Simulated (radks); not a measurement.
Dipole-allowed excitations along the series with 3 electrons in [He] 2s1. All-electron calculation, non-relativistic Kohn-Sham, LB94 model potential, spin-polarised, spherical densities, point nucleus; open shells are filled with parallel spins first. Program: a radial shooting solver on a logarithmic mesh with Libxc functionals. Time-dependent linear response with the Hartree and adiabatic LDA kernel, continuum included through the Sternheimer equations. Lines are the poles of the dipole polarisability below minus the highest occupied eigenvalue, found on a grid refined at the orbital gaps; the lowest seven at most are given, and weak or close lines can be missed. The first line takes the name of the lowest orbital gap if no other gap lies below it; otherwise a line is named after a gap within 0.6 % of it, if that gap stands alone.

species  -e(HOMO) (eV)  lowest orbital gap (eV)  first line (eV)       f  strongest line (eV)  its f  static alpha (bohr^3)
Mn22+           1857.4             2s-2p 39.809   43.028 (2s-2p)  0.0478       1048.3 (2s-3p)  0.396                0.01951
Fe23+           2019.8             2s-2p 41.530   44.878 (2s-2p)  0.0459       1139.3 (2s-3p)  0.398                0.01719
Co24+           2189.1             2s-2p 43.250   46.734 (2s-2p)  0.0441       1234.0 (2s-3p)  0.399                0.01523
Ni25+           2365.1             2s-2p 44.971   48.593 (2s-2p)  0.0424       1332.5 (2s-3p)  0.401                0.01355
